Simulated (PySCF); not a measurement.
Constitutional and geometric isomers with formula C2H4BN. Isolated molecules, 0 K electronic values unless said otherwise. One relaxed conformer stands for each flexible species; it need not be the lowest. Strings in code marks are SMILES.

The four lowest singlet excitations (Tamm–Dancoff). Level of theory: CAM-B3LYP-D3(BJ)/def2-TZVP (PySCF 2.14.0). Excitations are Tamm–Dancoff values on a coarser integration grid. The basis has no diffuse functions, so Rydberg states are missing or too high.

```
state  energy (eV)  wavelength (nm)  oscillator strength
-----  -----------  ---------------  -------------------
S1            4.71              263                0.000
S2            5.47              227                0.268
S3            6.10              203                0.000
S4            6.32              196                0.002
```

Problem. Say which member gives these states.
A. `BC#CN`
B. `NC1=CB1`
C. `CBC#N`
D. `CB=C=N`

Solution. A, `BC#CN`
